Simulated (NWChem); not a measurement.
Program: NWChem. System: F$_{3}$Si, charge 0, spin multiplicity 2, at a geometry optimised with UPBE/def2-SVP. The structure started from a generated list of species. Its SCF solution wasn't tested for a lower state. Level: UMP2/def2-TZVP, 8 core orbitals frozen.

The NWChem input:

```
start mol
memory heap 200 mb stack 900 mb global 1100 mb
geometry units angstroms nocenter noautoz
  F      0.758420    -0.201307     1.314369
  Si     0.000827     0.385081     0.000000
  F      0.758420    -0.201307    -1.314369
  F     -1.518127    -0.196401     0.000000
  symmetry group Cs
end
basis spherical
  * library def2-tzvp
end
scf
  uhf
  nopen 1
  maxiter 100
  thresh 1e-7
  semidirect memsize 60000000 filesize 0
  # guess.movecs holds the orbitals of an unrestricted PBE0 run
  vectors input guess.movecs output mol.movecs
end
mp2
  freeze core 8
end
task mp2 energy
```

Part of the output:

```
             Northwest Computational Chemistry Package (NWChem) 7.3.0
             --------------------------------------------------------

                                NWChem Input Module
                                -------------------

 Scaling coordinates for geometry "geometry" by  1.889725989
 (inverse scale =  0.529177249)

 Turning off AUTOSYM since
 SYMMETRY directive was detected!

                             Geometry "geometry" -> ""
                             -------------------------

 Output coordinates in angstroms (scale by  1.889725989 to convert to a.u.)

  No.       Tag          Charge          X              Y              Z
 ---- ---------------- ---------- -------------- -------------- --------------
    1 F                    9.0000     0.75842000    -0.20130700     1.31436900
    2 Si                  14.0000     0.00082700     0.38508100     0.00000000
    3 F                    9.0000     0.75842000    -0.20130700    -1.31436900
    4 F                    9.0000    -1.51812700    -0.19640100     0.00000000

 Effective nuclear repulsion energy (a.u.)     171.9016824100

            Nuclear Dipole moment (a.u.)
            ----------------------------
        X                 Y               Z
 ---------------- ---------------- ----------------
    -0.0000094486    -0.0000018897     0.0000000000

      Symmetry information
      --------------------

 Group name             Cs
 Group number              2
 Group order               2
 No. of unique centers     3

      Symmetry unique atoms

     1    2    4


 Summary of "ao basis" -> "" (spherical)
 ------------------------------------------------------------------------------
       Tag                 Description            Shells   Functions and Types
 ---------------- ------------------------------  ------  ---------------------
 *                         def2-tzvp                  on all atoms

 Summary of "ao basis" -> "ao basis" (spherical)
 ------------------------------------------------------------------------------
       Tag                 Description            Shells   Functions and Types
 ---------------- ------------------------------  ------  ---------------------
 F                         def2-tzvp                11       31   5s3p2d1f
 Si                        def2-tzvp                13       37   5s5p2d1f

                                 NWChem SCF Module
                                 -----------------

  ao basis        = "ao basis"
  functions       =   130
  atoms           =     4
  alpha electrons =    21
  beta  electrons =    20
  charge          =   0.00
  wavefunction    = UHF
  use symmetry    = T
  symmetry adapt  = T

 Summary of "ao basis" -> "ao basis" (spherical)
 ------------------------------------------------------------------------------
       Tag                 Description            Shells   Functions and Types
 ---------------- ------------------------------  ------  ---------------------
 F                         def2-tzvp                11       31   5s3p2d1f
 Si                        def2-tzvp                13       37   5s5p2d1f

      Symmetry analysis of basis
      --------------------------

        a'         77
        a"         53

 Forming initial guess at       0.0s

   Symmetry analysis of molecular orbitals - initial alpha
   -------------------------------------------------------

  Numbering of irreducible representations:

     1 a'          2 a"

  Orbital symmetries:

     1 a'          2 a'          3 a"          4 a'          5 a'
     6 a'          7 a'          8 a"          9 a'         10 a'
    11 a"         12 a'         13 a'         14 a"         15 a'
    16 a"         17 a'         18 a'         19 a"         20 a"
    21 a'         22 a'         23 a"         24 a'         25 a'
    26 a'         27 a"         28 a'         29 a'         30 a"
    31 a'

   Symmetry analysis of molecular orbitals - initial beta
   ------------------------------------------------------

  Numbering of irreducible representations:

     1 a'          2 a"

  Orbital symmetries:

     1 a'          2 a'          3 a"          4 a'          5 a'
     6 a'          7 a"          8 a'          9 a'         10 a'
    11 a"         12 a'         13 a'         14 a"         15 a'
    16 a"         17 a'         18 a'         19 a"         20 a"
    21 a'         22 a"         23 a'         24 a'         25 a'
    26 a'         27 a"         28 a'         29 a'         30 a"
    31 a'

 Starting SCF solution at       0.0s

 ----------------------------------------------
         Quadratically convergent UHF

 Convergence threshold     :          1.000E-07
 Maximum no. of iterations :          100
 Integral*density screening:          1.000E-09
 ----------------------------------------------

              iter       energy          gnorm     gmax       time
             ----- ------------------- --------- --------- --------
                 1     -587.5245729903  7.94D-01  1.97D-01      0.9
                 2     -587.5530645429  1.16D-01  2.22D-02      1.0
                 3     -587.5547338783  1.06D-02  4.33D-03      1.3
                 4     -587.5547751526  8.43D-05  1.48D-05      1.8
                 5     -587.5547751547  7.36D-09  1.45D-09      2.8

       Final UHF  results
       ------------------

         Total SCF energy =   -587.554775154740
      One electron energy =  -1161.503885020996
      Two electron energy =    402.047427456242
 Nuclear repulsion energy =    171.901682410014

                       Sz =      0.5000
                 Sz(Sz+1) =      0.7500
[...]
              MO Center=  5.7D-01, -1.7D-01,  1.9D-12, r^2= 2.4D+00
   Bfn.  Coefficient  Atom+Function         Bfn.  Coefficient  Atom+Function
  ----- ------------  ---------------      ----- ------------  ---------------
     7      0.267452  1 F  py                75     -0.267452  3 F  py
    10      0.237564  1 F  py                78     -0.237564  3 F  py
     8      0.193701  1 F  pz                76      0.193701  3 F  pz
    11      0.169503  1 F  pz                79      0.169503  3 F  pz

 Vector   20  Occ=1.000000D+00  E=-6.560736D-01  Symmetry=a"
              MO Center= -3.3D-04, -1.9D-01, -6.9D-14, r^2= 2.7D+00
   Bfn.  Coefficient  Atom+Function         Bfn.  Coefficient  Atom+Function
  ----- ------------  ---------------      ----- ------------  ---------------
   107      0.287861  4 F  pz               110      0.253728  4 F  pz
     6      0.249309  1 F  px                74     -0.249309  3 F  px
     9      0.219747  1 F  px                77     -0.219747  3 F  px
   113      0.153128  4 F  pz

 Vector   21  Occ=0.000000D+00  E= 1.263085D-02  Symmetry=a'
              MO Center=  2.6D-03,  1.2D+00, -8.1D-15, r^2= 2.3D+00
   Bfn.  Coefficient  Atom+Function         Bfn.  Coefficient  Atom+Function
  ----- ------------  ---------------      ----- ------------  ---------------
    36      1.119287  2 Si s                 50      0.355129  2 Si py
     5     -0.255604  1 F  s                 73     -0.255604  3 F  s
   104     -0.255607  4 F  s                 35      0.228332  2 Si s
    34     -0.220003  2 Si s

 Vector   22  Occ=0.000000D+00  E= 1.574628D-01  Symmetry=a"
              MO Center= -1.8D-01,  7.5D-01,  1.6D-10, r^2= 5.7D+00
   Bfn.  Coefficient  Atom+Function         Bfn.  Coefficient  Atom+Function
  ----- ------------  ---------------      ----- ------------  ---------------
    51      1.432672  2 Si pz                 5     -0.574727  1 F  s
    73      0.574727  3 F  s                113     -0.205775  4 F  pz

 Vector   23  Occ=0.000000D+00  E= 1.574631D-01  Symmetry=a'
              MO Center=  1.8D-01,  7.5D-01, -6.0D-12, r^2= 5.7D+00
   Bfn.  Coefficient  Atom+Function         Bfn.  Coefficient  Atom+Function
  ----- ------------  ---------------      ----- ------------  ---------------
    49      1.432672  2 Si px               104      0.663646  4 F  s
     5     -0.331816  1 F  s                 73     -0.331816  3 F  s

 center of mass
 --------------
 x =  -0.00002922 y =  -0.01349801 z =   0.00000000

 moments of inertia (a.u.)
 ------------------
         257.326961365164           0.455940725019           0.000000000000
           0.455940725019         468.822114251593           0.000000000000
           0.000000000000           0.000000000000         257.325648620551

  Mulliken analysis of the total density
  --------------------------------------

    Atom       Charge   Shell Charges
 -----------   ------   -------------------------------------------------------
    1 F    9     9.39   0.77  1.20  0.59  1.01  0.34  2.23  2.30  0.93  0.00  0.01  0.00
    2 Si  14    12.84   2.00  0.58  1.39  0.73  0.27  4.11  1.73  0.49  0.73  0.10  0.30  0.24  0.15
    3 F    9     9.39   0.77  1.20  0.59  1.01  0.34  2.23  2.30  0.93  0.00  0.01  0.00
    4 F    9     9.39   0.77  1.20  0.59  1.01  0.34  2.23  2.30  0.93  0.00  0.01  0.00

  Mulliken analysis of the alpha density
  --------------------------------------

    Atom       Charge   Shell Charges
 -----------   ------   -------------------------------------------------------
    1 F    9     4.71   0.39  0.60  0.30  0.51  0.17  1.13  1.16  0.45  0.00  0.00  0.00
    2 Si  14     6.87   1.00  0.30  0.69  0.48  0.25  2.06  0.86  0.28  0.50  0.08  0.16  0.14  0.08
    3 F    9     4.71   0.39  0.60  0.30  0.51  0.17  1.13  1.16  0.45  0.00  0.00  0.00
    4 F    9     4.71   0.39  0.60  0.30  0.51  0.17  1.13  1.16  0.45  0.00  0.00  0.00

   Mulliken analysis of the beta density
   -------------------------------------

    Atom       Charge   Shell Charges
 -----------   ------   -------------------------------------------------------
    1 F    9     4.68   0.39  0.60  0.29  0.51  0.17  1.10  1.14  0.47  0.00  0.00  0.00
    2 Si  14     5.97   1.00  0.29  0.70  0.25  0.02  2.05  0.87  0.21  0.23  0.02  0.14  0.10  0.08
    3 F    9     4.68   0.39  0.60  0.29  0.51  0.17  1.10  1.14  0.47  0.00  0.00  0.00
    4 F    9     4.68   0.39  0.60  0.29  0.51  0.17  1.10  1.14  0.47  0.00  0.00  0.00

   Mulliken analysis of the spin density
   -------------------------------------

    Atom       Charge   Shell Charges
 -----------   ------   -------------------------------------------------------
    1 F    9     0.03   0.00 -0.00  0.00  0.00 -0.00  0.03  0.02 -0.02  0.00 -0.00  0.00
    2 Si  14     0.90   0.00  0.01 -0.01  0.23  0.23  0.01 -0.01  0.06  0.27  0.06  0.02  0.03  0.00
    3 F    9     0.03   0.00 -0.00  0.00  0.00 -0.00  0.03  0.02 -0.02  0.00 -0.00  0.00
    4 F    9     0.03   0.00 -0.00  0.00  0.00 -0.00  0.03  0.02 -0.02  0.00 -0.00  0.00

       Multipole analysis of the density wrt the origin
       ------------------------------------------------

     L   x y z        total         alpha         beta         nuclear
     -   - - -        -----         -----         ----         -------
     0   0 0 0     -0.000000    -21.000000    -20.000000     41.000000

     1   1 0 0      0.001448     -0.001530      0.002988     -0.000009
     1   0 1 0      0.679935     -0.709334      1.389271     -0.000002
     1   0 0 1      0.000000      0.000000      0.000000      0.000000

     2   2 0 0    -21.870933    -67.302874    -65.613918    111.045859
     2   1 1 0      0.007084      0.106318      0.115892     -0.215125
     2   1 0 1      0.000000      0.000000      0.000000      0.000000
     2   0 2 0    -18.584662    -17.990587    -11.852300     11.258225
     2   0 1 1     -0.000000      0.000000     -0.000000      0.000000
     2   0 0 2    -21.870980    -67.303201    -65.614258    111.046479

                   NWChem MP2 Semi-direct Energy/Gradient Module
                   ---------------------------------------------

  Basis functions       =    130
  Molecular orbitals    =    130
  Frozen core           =      8
  Frozen virtuals       =      0
  Active alpha occupied =     13
  Active beta occupied  =     12
  Active alpha virtual  =    109
  Active beta virtual   =    110
  Use MO symmetry       = T
  Use skeleton AO sym   = T

  AO/Fock/Back tols     =   1.0D-09  1.0D-09  1.0D-09

 GA uses MA = F    GA memory limited = T

 Available:
  local mem=  1.26D+08
 global mem=  1.44D+08
 local disk=  0.00D+00
  mp2_memr nvloc                   109
  nvloc new                   109
   1 passes of  13:        5242880                     105297                  38913422.
   1 passes of  13: M    126149194           G      144145400           F     120906314.

 Semi-direct pass number   1 of   1  for UHF alpha       at        2.8s
  vrange nnbf                  8071
  mp2_eaftype                   148  avail_ma_in_mb                  1099
 EAF : mp2_eaftype filesize         148   19456711.
  mp2_eaf for mointskh                    148
Node 0 wrote     91.5 Mb in      0.0 s     Agg I/O rate:  7749.7 Mb/s
 Done moints_semi at        5.7s
  mp2_eaftype                   148  avail_ma_in_mb                   951
 EAF : mp2_eaftype filesize         148   19456711.
  mp2_eaf for kh                   148
 Done maket at        5.9s
 Done multipass loop at        5.9s

 GA uses MA = F    GA memory limited = T

 Available:
  local mem=  1.26D+08
 global mem=  1.44D+08
 local disk=  0.00D+00
  mp2_memr nvloc                   110
  nvloc new                   110
   1 passes of  12:        5242880                     100449                  36251606.
   1 passes of  12: M    126149194           G      144145400           F     120906314.

 Semi-direct pass number   1 of   1  for UHF beta        at        5.9s
  vrange nnbf                  8071
  mp2_eaftype                   138  avail_ma_in_mb                  1099
 EAF : mp2_eaftype filesize         138   18125803.
  mp2_eaf for mointskh                    138
Node 0 wrote     85.2 Mb in      0.0 s     Agg I/O rate:  7251.3 Mb/s
 Done moints_semi at        8.6s
  mp2_eaftype                   138  avail_ma_in_mb                   961
 EAF : mp2_eaftype filesize         138   18125803.
  mp2_eaf for kh                   138
 Done maket at        8.7s
 Done multipass loop at        8.7s

          -------------------------------------------
          SCF energy                -587.554775154740
          Correlation energy          -0.841601239487
          Singlet pairs                0.000000000000
          Triplet pairs                0.000000000000
          Total MP2 energy          -588.396376394227
          -------------------------------------------

          ---------------------------------------------------
                    Spin Component Scaled (SCS) MP2
          Same spin pairs                     -0.224150300965
          Same spin scaling factor             0.333333333333
          Opposite spin pairs                 -0.617450938522
          Opposite spin scaling fact.          1.200000000000
          SCS-MP2 correlation energy          -0.815657893215
          Total SCS-MP2 energy              -588.370433047955
          ---------------------------------------------------

 -----------------------
 Performance information
 -----------------------

 Timer overhead =  1.19D-07 seconds/call

               Nr. of calls         CPU time (s)                 Wall time (s)                GFlops
             ---------------    -------------------     ------------------------------   -------------------
Name         Min   Avg   Max    Min     Avg     Max     Min     Avg     Max   Mx/calls   Min     Max     Sum
mp2: moin     2     2     2    5.5     5.5     5.5      5.5     5.5     5.5     2.7      0.0     0.0     0.0
mp2: make     2     2     2   0.37    0.37    0.37     0.37    0.37    0.37    0.19      0.0     0.0     0.0
mp2: tota     1     1     1    5.9     5.9     5.9      5.9     5.9     5.9     5.9      0.0     0.0     0.0

 The average no. of pstat calls per process was 5.00D+00
 with a timing overhead of 5.95D-07s

 Task  times  cpu:        8.7s     wall:        8.7s

 Total times  cpu:        8.7s     wall:        8.7s
```
